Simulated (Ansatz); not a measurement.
C4H12BN2 (SMILES CN(C)[B]N(C)C), doublet, at a GFN2-xTB geometry. Base run: Ansatz (an electronic-structure program) with B3LYP/STO-3G.

Geometry (Å):
```xyz
19

C      1.4701    -0.4066     1.2859
N      1.2614    -0.0566    -0.1065
C      2.4914    -0.1438    -0.8592
B      0.0712     0.4270    -0.6734
N     -1.2308     0.2397    -0.1822
C     -2.3370     1.0694    -0.6005
C     -1.6778    -0.8391     0.6787
H      2.3314     0.1424     1.6847
H      0.5959    -0.1426     1.8730
H      1.6741    -1.4790     1.4028
H      2.3093     0.1275    -1.8966
H      3.2576     0.5271    -0.4489
H      2.8906    -1.1649    -0.8285
H     -3.0889     0.4848    -1.1469
H     -1.9768     1.8661    -1.2475
H     -2.8314     1.5198     0.2688
H     -0.8803    -1.5628     0.8163
H     -2.5331    -1.3519     0.2228
H     -1.9979    -0.4625     1.6590
```
Charge 0, spin multiplicity 2.
Orbitals are unrestricted.
All else is at Ansatz's defaults.
Base energy -290.33488 Eh.

Each row names what was changed in the base input (with any setting that the change needs).

```csv
change,ΔE vs base (µEh)
base,0.0
"final_grid = 6, 12, 29",5.0
accuracy = high,0.7
"point_charge = charge:1.0 position_ang:5.7698, -2.2818, -1.3816",-1129
"point_charge = charge:-1.0 position_ang:-5.322, 2.4537, 2.5459",-3280
"point_charge = charge:0.5 position_ang:3.8289, -4.6824, 2.2102",557
"final_grid = 4, 8, 17",-473
fitting.mean_field = cc-pVTZ-JKFIT,-231
"final_grid = 14, 28, 59",0.9
fitting.mean_field = def2-universal-JKFIT,-1958
lower_state_search = light,0.0
```
